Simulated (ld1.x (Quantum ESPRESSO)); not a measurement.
**zinc: RRKJ pseudisation with PBE, scalar-relativistic reference atom.**

- Element: zinc (Zn)
- Generator: ld1.x (Quantum ESPRESSO) 7.5
- Type: norm-conserving RRKJ (Kleinman–Bylander form)
- Functional: PBE
- Relativity: scalar-relativistic
- Frozen core: [Ar]
- Valence charge: 12
- Reference configuration: 3d10 4s0.5 4p0 (charge +1.5)
- Partial waves: 4s (bound): rc 1.40 bohr; 4p (bound, empty): rc 1.90 bohr; 3d (bound): rc 1.40 bohr
- Local potential: all-electron potential smoothed inside 1.25 bohr (lloc = -2)
- Core correction: a·sin(br)/r model core, default radius (core density twice the valence density)
- rho0: 0.01

All-electron outer shells of the reference configuration (PBE, scalar-relativistic, ld1.x):

| shell | level (eV) | outermost node (bohr) | outermost maximum (bohr) |
| --- | --- | --- | --- |
| 3p | -98.52 | 0.25 | 0.59 |
| 3d | -25.14 | – | 0.57 |
| 4s | -18.41 | 0.84 | 1.94 |
| 4p | -11.62 | 0.91 | 2.40 |

Task: Is a potential produced?

Result: No. ld1.x (Quantum ESPRESSO) 7.5 stopped with "compute_chi: n is too large": the Bessel-function wave could not be built (negative determinant in compute_phi), and the routine for χ then failed on it.
